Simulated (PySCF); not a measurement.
C₃H₇FOSi, SMILES C[C@@H](F)[SiH2]C=O.

Geometry optimised at r2SCAN-D4/def2-SVP. The structure was generated by enumeration; whether it is a known compound was not checked. The values are those of a single conformer.

All values below come from r2SCAN-D4/def2-SVP in PySCF.

Frequencies are harmonic and unscaled.

Computed vibrational spectrum:
```tsv
mode	ν (cm⁻¹)	IR (km/mol)	moving atoms (share of kinetic energy)
1	11	5.9	O 42 %, C 23 %, H 20 %, Si 15 %
2	69	3.0	C 26 %, F 24 %, H 20 %, Si 15 %, O 15 %
3	104	3.3	C 32 %, H 25 %, F 20 %, Si 13 %, O 10 %
4	224	3.8	H 66 %, F 13 %, C 11 %, Si 9 %
5	254	4.1	C 41 %, H 38 %, F 10 %, Si 9 %
6	263	2.9	H 33 %, F 24 %, O 16 %, C 16 %, Si 11 %
7	306	6.9	H 40 %, O 29 %, C 18 %, Si 9 %
8	408	7.6	C 37 %, H 29 %, F 26 %
9	488	16.1	H 60 %, Si 20 %, C 11 %
10	580	4.9	H 49 %, C 22 %, Si 21 %
11	696	5.8	C 51 %, Si 27 %, H 21 %
12	725	16.1	H 66 %, C 26 %
13	781	138.9	H 77 %, Si 12 %, C 9 %
14	884	28.0	H 42 %, C 33 %, F 23 %
15	904	57.3	H 60 %, C 28 %
16	921	44.7	H 90 %
17	994	17.2	H 74 %, C 22 %
18	1062	41.8	C 58 %, H 30 %, F 12 %
19	1131	4.5	C 60 %, H 38 %
20	1268	7.7	H 66 %, C 33 %
21	1329	0.9	H 85 %, C 13 %
22	1376	17.2	H 83 %, C 10 %
23	1379	9.5	H 75 %, C 25 %
24	1447	6.0	H 96 %
25	1473	6.2	H 96 %
26	1775	145.4	C 57 %, O 42 %
27	2216	59.0	H 97 %
28	2237	91.3	H 96 %
29	2787	132.6	H 93 %
30	3021	21.5	H 92 %
31	3033	15.3	H 97 %
32	3132	11.7	H 90 %, C 10 %
33	3140	10.0	H 91 %, C 9 %
```
